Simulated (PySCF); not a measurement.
# Orbital energies, ionisation energy and electron affinity

Species: Si3F8.
Z-matrix (Å and degrees, PBE0-D3(BJ)/def2-SVP geometry), rows numbered from 1:
```
Si
F   1  1.6010
F   1  1.6039  2  108.08
F   1  1.6001  2  108.19  3   117.40
Si  1  2.3352  2  111.36  3  -118.49
F   5  1.6147  1  108.48  2   -33.49
F   5  1.6151  1  107.74  2  -151.01
Si  5  2.3339  1  115.12  2    88.37
F   8  1.6027  5  109.30  1   -56.16
F   8  1.6016  5  109.62  1    62.23
F   8  1.6002  5  113.02  1  -176.96
```

Level: PBE0/def2-SVPD (PySCF). Frontier orbitals with their largest atomic shares (Löwdin; up to four atoms above 4 %):

| orbital | ε (eV) | main atoms |
| --- | --- | --- |
| HOMO−3 | -12.89 | F2 34 %, F4 33 %, F3 32 % |
| HOMO−2 | -12.89 | F10 34 %, F11 33 %, F9 32 % |
| HOMO−1 | -11.87 | Si5 22 %, F7 14 %, F6 14 %, Si1 10 % |
| HOMO | -9.78 | ? |
| LUMO | -2.28 | Si5 37 %, Si1 16 %, Si8 16 %, F4 5 % |
| LUMO+1 | -2.10 | Si5 34 %, Si1 16 %, Si8 14 %, F7 8 % |
| LUMO+2 | -0.44 | Si1 23 %, Si8 22 %, Si5 11 %, F3 7 % |

**Question.** What vertical ionisation energy does ΔSCF give, and how far is −ε(HOMO) from it?

**Answer.** ΔSCF: 11.78 eV (1137 kJ/mol; threshold wavelength 105 nm); ⟨S²⟩ of the doublet left behind is 0.756, against 0.75 for a pure doublet. −ε(HOMO) is 9.78 eV, 2.00 eV below it. For the exact functional −ε(HOMO) would equal the first vertical ionisation energy; PBE0 (global hybrid, 25 % exact exchange) falls short of its own ΔSCF value by 17 %. Holes in the HOMO−1 and HOMO−2 were tried too where these lie within 1.2 eV of the HOMO; the lowest converged state counts.

**Question.** On which atoms does the HOMO lie?

**Answer.** Si5 (silicon bonded to 2 F and 2 Si) 26 %, Si1 (silicon bonded to 3 F and Si) 15 %, Si8 (silicon bonded to 3 F and Si) 15 %, F7 (fluorine bonded to Si) 8 %, so no atom holds as much as 40 %. The HOMO−1 lies 2.09 eV lower.

**Question.** And the vertical electron affinity, the fundamental gap, Mulliken's electronegativity and the hardness (with the factor ½)?

**Answer.** EA = 0.57 eV by ΔSCF (−ε(LUMO) = 2.28 eV). IE − EA = 11.21 eV against an orbital gap of 7.50 eV; (IE + EA)/2 = 6.17 eV; (IE − EA)/2 = 5.60 eV.

**Question.** What total energies stand behind the ΔSCF value?

**Answer.** E(N) = -1665.76870 Eh and E(N − 1) = -1665.33582 Eh at the same geometry, 0.43288 Eh apart. With one more electron, E(N + 1) = -1665.78949 Eh.

**Question.** How many of the 10 lowest singlet excitations (vertical TDDFT, same level) lie below the ionisation energy?

**Answer.** All 10; they run from 6.27 to 9.43 eV.

Geometry: PBE0-D3(BJ)/def2-SVP; no solvent, vibrations or thermal averaging.

The run behind these numbers computed excited states and ΔSCF ions as well. Hardware: an AMD EPYC with one thread, shared host. Cost: 5.8 min of wall time (with the writing of density and orbital grids), 1.4 GiB resident at most.
